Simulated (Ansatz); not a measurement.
`C[SiH](O)[O][GeH2][OH]` + H₂Se → `[OH][GeH2][SeH]` + `C[SiH](O)O`  (ligand exchange at a Ge–O bond)

Program: Ansatz. Geometries: PBE0-D4/def2-TZVP. ΔE: electronic, gas phase. CCSD(T)/CBS is the MP2 limit (def2-TZVPP, def2-QZVPP) plus CCSD(T) − MP2 in def2-TZVPP, frozen cores. DFT in def2-TZVPP. For Ge, Se outer-core shells are correlated without core-valence functions, which leaves a few kJ/mol of doubt a bond. Scalar relativity is left out up to krypton. One conformer a species, not always the lowest.

`C[SiH](O)[O][GeH2][OH]`:

```xyz
14

C    -1.632    1.216    0.038
Si   -0.655   -0.024   -0.922
O    -0.916   -1.496   -0.193
O     0.943    0.318   -0.902
Ge    2.108   -0.110    0.372
O     1.190   -0.572    1.814
H    -1.460    2.224   -0.345
H    -2.702    1.002   -0.018
H    -1.332    1.194    1.089
H    -1.065   -0.111   -2.348
H    -0.849   -2.272   -0.752
H     2.944   -1.283   -0.168
H     2.915    1.134    0.745
H     0.511   -1.219    1.591
```

H₂Se:

```xyz
3

Se    0.205    0.489   -0.433
H     0.661    0.025    0.882
H    -0.866   -0.513   -0.448
```

`[OH][GeH2][SeH]`:

Cartesian coordinates in Å:
```
O 0.754 -0.208 -1.411
Ge 0.511 0.169 0.308
Se -1.780 0.272 0.830
H 0.203 0.333 -1.982
H 1.227 -0.970 1.040
H 1.057 1.565 0.654
H -1.972 -1.159 0.560
```

`C[SiH](O)O`:

```xyz
10

C    -0.584   -0.288   -1.190
Si    0.083   -0.205    0.536
O     1.716   -0.078    0.363
O    -0.548    1.044    1.404
H    -0.296    0.598   -1.764
H    -0.191   -1.163   -1.712
H    -1.674   -0.353   -1.183
H    -0.270   -1.393    1.352
H     2.243   -0.086    1.164
H    -0.480    1.924    1.029
```

```csv
species,B2PLYP energy (Eh)
`C[SiH](O)[O][GeH2][OH]`,-2634.71618
H₂Se,-2402.36791
`[OH][GeH2][SeH]`,-4555.47093
`C[SiH](O)O`,-481.61524
```

Problem. Work out ΔE.

Solution. ΔE = (-4555.47093) + (-481.61524) − (-2634.71618) − (-2402.36791) = -0.00208 Eh = -5.5 kJ/mol. CCSD(T)/CBS gives -3.5 kJ/mol.

Largest T1 diagnostic among the species: 0.012.

The D4 term adds +8.4 kJ/mol with B3LYP and +5.0 kJ/mol with PBE0; it sums over pairs of atoms, weighted by their polarisabilities, and B3LYP, whose exchange is more repulsive, gets the larger term.

B3LYP here is the variant with VWN-RPA as its local correlation; programs differ in this.
